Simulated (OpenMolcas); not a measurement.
## Ionisation energies of rhenium

```json
{
 "Program": "OpenMolcas 26.06",
 "Basis": "ANO-RCC [11s10p9d8f4g2h]",
 "Scalar Hamiltonian": "DKH2, point nucleus",
 "Spin-orbit coupling": "RASSI with atomic mean-field integrals over the reference wave functions, term energies averaged over their components"
}
```

Active shells in each charge state: the valence d shell, with orbitals averaged over the low states. Where CASPT2's correlated closed shells are named, they are those of the first ion.

A. CASSCF
B. SS-CASPT2, IPEA 0.25 Eh, imaginary shift 0.1 Eh (closed shells correlated: 5s 5p)
C. SS-CASPT2, IPEA 0 Eh, imaginary shift 0.1 Eh (closed shells correlated: 5s 5p)
D. SS-CASPT2, IPEA 0.25 Eh, imaginary shift 0.1 Eh (closed shells correlated: 4f 5s 5p)
E. SS-CASPT2, IPEA 0.25 Eh, imaginary shift 0.1 Eh (closed shells correlated: none)

Energies in eV between the lowest computed levels, named as in B; reference values from the NIST Atomic Spectra Database with their kind.

```
           From               To       A       B       C       D       E  Spin-orbit share in B                Reference
   Re3+ 5d4 5D0  Re4+ 5d3 4F 3/2  38.699  39.587  39.647  39.889  39.189                 -0.296     39.100 (theoretical)
Re4+ 5d3 4F 3/2     Re5+ 5d2 3F2  52.178  52.957  53.027  53.324  52.442                 -0.372     51.900 (theoretical)
   Re5+ 5d2 3F2   Re6+ 5d 2D 3/2  67.246  68.071  68.130  68.502  67.410                 +0.467     67.000 (theoretical)
 Re6+ 5d 2D 3/2     Re7+ 5p6 1S0  81.627  82.415  82.466  82.903  81.627                 +0.823  82.710 (semi-empirical)
```

The lowest level within the active space need not be the ion's true ground level.
